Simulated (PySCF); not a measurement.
# Reading the logs of faulty runs: AlCGeH6N

Calculated results; nothing here was measured. The program is PySCF 2.14.0, an open-source quantum chemistry code, run on an isolated molecule that a program drew, which may never have been made. The molecule is AlCGeH6N (charge 0, singlet), drawn as the SMILES string `N[CH]([Al])[GeH3]`.

Each row is a Hartree-Fock (HF) and frozen-core CCSD(T) single point in the cc-pV(D+d)Z basis, meant for a local HF minimum. Run 1 is clean. Each other run has one planted mistake out of seven kinds, and not every kind appears here: one electron removed, one electron added, multiplicity raised by two, geometry at a saddle point, minimal basis STO-3G, one bond length entered in bohr, all coordinates scaled. The reference is restricted for singlets and unrestricted otherwise, and also for a bond in bohr. Adding or removing an electron swaps singlet and doublet. Electrons count all cores. HOMO and LUMO are orbital energies over both spins, the gradient is its largest component, and the lowest frequency (negative if imaginary) is given only where the gradient is small. Bond lengths are over the 9 bonds as drawn. T1 is the CCSD diagnostic: over 0.02 (restricted) or 0.045 (unrestricted) a single reference is doubtful. Germanium has the cc-pVDZ-PP basis, with a core potential (ECP10MDF) in place of its 10 inner electrons, and its 3s, 3p and 3d shells are frozen in CCSD(T).

Geometry of the clean run:
```xyz
10
AlCGeH6N, angstrom
N    -1.0803   -0.4352   -0.0028
C    -0.2205   -1.3350   -0.8352
Al   -1.4873   -2.6127   -1.7468
Ge    1.2271   -2.0197    0.3131
H    -1.7016    0.1224   -0.5656
H    -1.6565   -0.9534    0.6409
H     0.2998   -0.7000   -1.5653
H     2.1083   -0.8915    0.8618
H     2.1094   -3.0028   -0.4779
H     0.6275   -2.7844    1.5076
```

| run | electrons | basis functions | <S^2> | HOMO (eV) | LUMO (eV) | gradient (hartree/bohr) | lowest frequency (cm^-1) | mean bond (Å) | longest bond (Å) | T1 | HF (hartree) | CCSD(T) (hartree) | mistake |
|---|---|---|---|---|---|---|---|---|---|---|---|---|---|
| 1 | 64 | 104 | 0.000 | -7.50 | 1.03 | 2.7e-05 | 96 | 1.4678 | 2.017 | 0.0152 | -631.05008 | -631.58673 | no fault |
| 2 | 64 | 104 | 1.003 | -7.49 | 0.86 | 8.5e-03 | - | 1.6194 | 2.897 | 0.0493 | -630.95036 | -631.47451 | one bond length entered in bohr |
| 3 | 64 | 104 | 2.015 | -6.07 | 0.17 | 1.8e-02 | - | 1.4678 | 2.017 | 0.0271 | -631.00202 | -631.51805 | multiplicity raised by two |
| 4 | 64 | 104 | 0.000 | -7.41 | 1.13 | 3.6e-02 | - | 1.4003 | 1.924 | 0.0148 | -631.02953 | -631.55941 | ? |
| 5 | 65 | 104 | 0.889 | -0.03 | 6.13 | 1.7e-02 | - | 1.4678 | 2.017 | 0.0330 | -631.03128 | -631.57588 | ? |

**Which mistake was planted in run 4, and what did it cost?**

The mean and the longest bond both change by the same factor, 0.954, and the gradient is no longer small. So the mistake is: all coordinates scaled. Subtracting run 1 and multiplying by 627.51 kcal/mol a hartree, the energy moved by 12.9 kcal/mol in HF and 17.1 kcal/mol in CCSD(T).

**Which mistake was planted in run 5, and what did it cost?**

It counts 65 electrons, one more than the clean run, at the same geometry and basis. So the mistake is: one electron added. Subtracting run 1 and multiplying by 627.51 kcal/mol a hartree, the energy moved by 11.8 kcal/mol in HF and 6.8 kcal/mol in CCSD(T).

Cautions from the logs. Run 2: T1 is over the limit, so its CCSD(T) energy is less reliable; run 5: the added electron raises the CCSD(T) energy, so it isn't bound in this basis.
